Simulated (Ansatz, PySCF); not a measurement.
B(PH2)3 (BH6P3), SMILES PB(P)P. Atoms are numbered in the order given.

```xyz
10

B      0.0415    -0.0144     0.0000
P      0.1255     1.8855     0.0000
H     -0.7677     2.2100     1.0766
H     -0.7677     2.2100    -1.0766
P     -0.1203    -0.9508     1.6501
H      0.6440    -0.0870     2.5040
H      0.8828    -1.9664     1.4940
P     -0.1203    -0.9508    -1.6501
H      0.8828    -1.9664    -1.4940
H      0.6440    -0.0870    -2.5040
```
Charge 0, spin multiplicity 1.

Geometry: PBE-D3(BJ)/def2-SVP. One conformer was computed; it need not be the lowest.

Vertical ionisation energy (IE) and electron affinity (EA) in eV. Rows of orbital energies are one-electron estimates. Where ΔSCF, EOM or ADC give a negative EA the extra electron is unbound and the value depends on the basis.

| level | IE | EA |
|---|---|---|
| −ε(HOMO), −ε(LUMO), PBE0/def2-TZVP (PySCF) | 7.26 | 1.92 |
| −ε(HOMO), −ε(LUMO), PBE/def2-TZVP (PySCF) | 6.19 | 2.71 |
| ΔSCF, PBE0/def2-SVPD (Ansatz), final states of multiplicity 2 and 2 | 9.02 | 0.35 |
| ΔSCF, PBE/def2-SVPD (Ansatz), final states of multiplicity 2 and 2 | … | … |

Q: Complete the blanks. (The exact figures need the calculation; the answer reports its results.)

A: 
- ΔSCF, PBE/def2-SVPD (Ansatz, an electronic-structure program), final states of multiplicity 2 and 2, IE: 8.75
- ΔSCF, PBE/def2-SVPD (Ansatz), final states of multiplicity 2 and 2, EA: 0.31

Q: What vertical singlet–triplet gap does ΔSCF give with PBE0/def2-SVPD (Ansatz) and with PBE/def2-SVPD (Ansatz)? (An estimate is asked for; the answer gives what the named calculation found.)

A: 3.51 and 3.26 eV (triplet above singlet where positive).
